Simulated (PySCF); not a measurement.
A structure optimised at B3LYP-D3(BJ)/def2-SVP, used in a PySCF frequency run:

```xyz
12

B     -0.4629     0.3201     0.0000
F     -1.7973     0.3843     0.0000
Cl     0.4160     1.8711     0.0000
N      0.1874    -0.9160     0.0000
C     -0.5668    -2.1599     0.0000
C      1.6270    -1.0944     0.0000
H     -0.3249    -2.7662    -0.8916
H     -0.3249    -2.7662     0.8916
H     -1.6438    -1.9543     0.0000
H      1.9521    -1.6609     0.8913
H      1.9521    -1.6609    -0.8913
H      2.1340    -0.1228     0.0000
```
Charge 0, spin multiplicity 1.

Problem. Write its SMILES, formula and point group.

Solution. CN(C)B(F)Cl, C2H6BClFN, Cs

Problem. What are its rotational constants (standard atomic weights)?

Solution. 4.0736, 2.1370, 1.4270 GHz
